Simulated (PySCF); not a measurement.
## Ionisation energy of I(2+) by level of theory

I(2+) [Kr] 4d10 5s2 5p3 (4S) → I(3+) [Kr] 4d10 5s2 5p2 (3P), as a difference of total energies. Computed with PySCF 2.14 in x2c-TZVPPall with one added diffuse shell each of s, p, d, f type (9s7p5d3f, 76 functions), with scalar relativity by spin-free X2C-1e. Correlated levels: valence: [Kr] 4d10 frozen. The calculations carry no spin-orbit coupling.

```json
{"method": "UHF", "ionisation energy (eV)": "29.839"}
{"method": "MP2 (valence)", "ionisation energy (eV)": "30.235"}
{"method": "SCS-MP2 (valence)", "ionisation energy (eV)": "30.115"}
{"method": "CCSD (valence)", "ionisation energy (eV)": "30.221"}
{"method": "CCSD(T) (valence)", "ionisation energy (eV)": "30.241"}
```

Question: How much does correlation contribute at CCSD(T) (valence)?

Answer: 30.241 − (29.839) = 0.402 eV, measured against UHF.

The reference lies between the lowest fine-structure levels, while these numbers refer to the centres of the terms.

Errors of the correlated levels include the incompleteness of this basis and the frozen core.

For comparison: 29.57 ± 0.025 eV (measured; NIST Atomic Spectra Database, ionization energies).
